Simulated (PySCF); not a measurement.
## Structure from NMR data

Molecular formula: C$_{6}$H$_{8}$F$_{3}$N$_{3}$. Simulated spectra:

¹H NMR (300 MHz, computed): δ 7.79 (m, 1H), 4.85 (sept, 1H), 1.62 (d, 6H).

¹³C{¹H} NMR (computed): δ 146.0 (C), 136.4 (CH), 131.0 (C), 58.9 (CH), 25.3 (CH3).

PySCF calculation with shieldings: GIAO PBE0/pcSseg-1 and GFN2-xTB structure; fast rotation and ring inversion assumed for equivalent nuclei, no solvent model, relativity neglected, one conformer.

Scale: ¹H (σref 31.72), ¹³C (σref 186.93) vs TMS (reference shieldings calculated alike).

Task: Deduce the structure.

Result: 
- The formula gives 3 degrees of unsaturation (1 ring in the answer).
- 5 carbon signals for 6 carbons: some carbons are equivalent by symmetry or fast rotation.
- Carbon types of the structure: 2 × C, 2 × CH, 2 × CH3, which accounts for all hydrogens.
- δC 146.0: substituted aromatic carbon next to a ring nitrogen.
- δC 136.4: aromatic CH next to a ring nitrogen.
- δC 131.0: CF3 carbon; 3 electronegative neighbours deshield it.
- δC 58.9: sp3 CH bonded to N; the inductive effect lowers its shielding.
- δC 25.3: methyl carbon; aliphatic region, no heteroatom directly attached.
- δH 7.79: hydrogen on an aromatic CH next to a ring nitrogen; ring-current deshielding.
- δH 4.85: hydrogen on an sp3 CH bonded to N; its carbon carries N, which withdraws density.

The compound is `InChI=1S/C6H8F3N3/c1-4(2)12-10-3-5(11-12)6(7,8)9/h3-4H,1-2H3`.

The shifts were computed for this structure.

Splittings by ¹⁹F in the carbon and heteronuclear signals aren't shown, as no couplings were computed. Shifts are as computed. Against solution values, carbons near 30 ppm lie about +3 ppm off and those near 130 ppm about +5 ppm. Of 1211 compounds with measured shifts, 218 miss one by over three times the rms of a fit or turn the order of signals round; such compounds aren't used in these exercises. No couplings were computed; multiplicities are counted from neighbouring protons, with m where these are inequivalent, close in shift, in a saturated or five-membered ring or joined by F or P, and br s for small geminal =CH2 splittings.
